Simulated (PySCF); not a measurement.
Computed Raman spectrum (relative Raman activity) of a molecule C₄H₈Si. Geometry optimised at B3LYP-D3(BJ)/def2-SVP. Other conformers were not sampled. These are B3LYP-D3(BJ)/def2-SVP run with PySCF values and carry that method's errors. Frequencies are harmonic and unscaled.

Lines under 2 % of the strongest are left out, and lines within 2 cm⁻¹ are merged.

| ν (cm⁻¹) | relative intensity |
|---|---|
| 351 | 3.2 |
| 633 | 5.9 |
| 706 | 2.6 |
| 771 | 3.5 |
| 839 | 2.7 |
| 883 | 3.0 |
| 958 | 4.9 |
| 1181 | 11 |
| 1414 | 3.7 |
| 1437 | 9.8 |
| 2219 | 38 |
| 2225 | 100 |
| 3021 | 41 |
| 3030 | 52 |
| 3068 | 26 |
| 3121 | 27 |
| 3123 | 35 |
| 3473 | 12 |

**Question.** Identify the compound among the candidates.
A) CCC#C[SiH3]
B) C#CC[SiH2]C
C) C#C[C@H](C)[SiH3]
D) CC1=C[SiH2]C1

**Answer.** B, C#CC[SiH2]C
